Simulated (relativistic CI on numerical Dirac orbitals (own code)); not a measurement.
Sensitivity of the levels of Tb7+ to α and to the nuclear radius

These numbers are calculated, not measured: Dirac-Coulomb-Breit CI, separate exchange-only KLI orbitals for each configuration, derivatives by finite differences, unscaled Slater integrals, QED left out (own radial code, finite nucleus).

CI space (outside the closed core [Kr] 4d10 5s2): 4f⁷5p³. The list is cut by size and lacks configurations that can hold low levels.

With x = (α/α₀)² − 1 an excitation energy changes as ω = ω₀ + qx; K = 2q/ω₀ is the relative enhancement. Terms are leading LS components, so labels can repeat. The field-shift factor is F = δν/δ⟨r²⟩ for the transition from the lowest level.

Lowest level 4f⁷5p³ ¹¹S5.

```
      Level  ω₀ (cm⁻¹)  q (cm⁻¹)  F (GHz/fm²)
 4f⁷5p³ ⁹S4    28820.1    -11350        0.879
 4f⁷5p³ ⁹D3    37778.5    -15680         1.19
 4f⁷5p³ ⁹D2    42444.9    -11790        0.975
 4f⁷5p³ ⁹P5    50695.6     691.4        0.167
 4f⁷5p³ ⁹P4    52952.4     -2392         0.43
 4f⁷5p³ ⁹P3    55303.1     -4305        0.877
4f⁷5p³ ⁹I10    57456.0     -5455        0.996
 4f⁷5p³ ⁹I4    57479.4     -5803        0.993
 4f⁷5p³ ⁹I5    57495.6     -5711         1.03
 4f⁷5p³ ⁹I3    57542.7     -5613        0.945
 4f⁷5p³ ⁹I6    57563.2     -5460         1.05
 4f⁷5p³ ⁹I9    57593.1     -5200         1.06
 4f⁷5p³ ⁹I7    57633.6     -5215         1.07
 4f⁷5p³ ⁹I8    57655.5     -5105         1.07
 4f⁷5p³ ⁹I2    57680.5     -5102        0.888
 4f⁷5p³ ⁹D5    58953.3     11370       -0.382
 4f⁷5p³ ⁹D6    60003.9      5005        0.165
 4f⁷5p³ ⁹D4    60503.2     13520       -0.464
 4f⁷5p³ ⁹D3    63649.7     -3043        0.907
 4f⁷5p³ ⁹D5    64653.7    -188.1        0.422
 4f⁷5p³ ⁹D2    65209.2     -6204         1.07
 4f⁷5p³ ⁹D4    66671.0      7852       -0.461
 4f⁷5p³ ⁷P3    68812.8     -1307         0.29
```

At this charge configurations can still be misplaced by up to about 7 % of their energy. Terms inside the open d or f shell come out 10 to 20 % too wide with unscaled integrals. Levels and lines within the n = 5 or 6 shells can be off by up to 10 % or somewhat more, and those that change n by about 2 %, since core polarisation is missing.

**Question.** Which transition from the lowest level has the largest |K|?

**Answer.** 4f⁷5p³ ⁹D3 at 37778.5 cm⁻¹, K = -0.83.
